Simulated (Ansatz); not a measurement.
This Ansatz (a quantum-chemistry and plane-wave program) input (PBE/6-311++G(2d,2p)) gives -0.49981 Eh with 10 basis functions. A basis named .json is the Basis Set Exchange file of that set (core-valence sets with the plain set on hydrogen).

Ansatz 0.2 input:
```yaml
crystal:
  periodic: [false, false, false]
  atoms:
    - {symbol: H, position_ang: [0.00000000, 0.00000000, 0.00000000]}
basis:
  gaussian:
    orbitals: 6-311++G_2d_2p_.json
hamiltonian:
  xc: {name: PBE}
magnetization: {spin_polarized: true, initial_magnetization: 1}
scf: {lower_state_search: full}
```

Change:
```diff
- orbitals: 6-311++G_2d_2p_.json
+ orbitals: pcseg-2
```

Task: What does the run give now?

Result: -0.49991 Eh (PBE/pcseg-2, 14 functions), a change of -0.10 mEh.
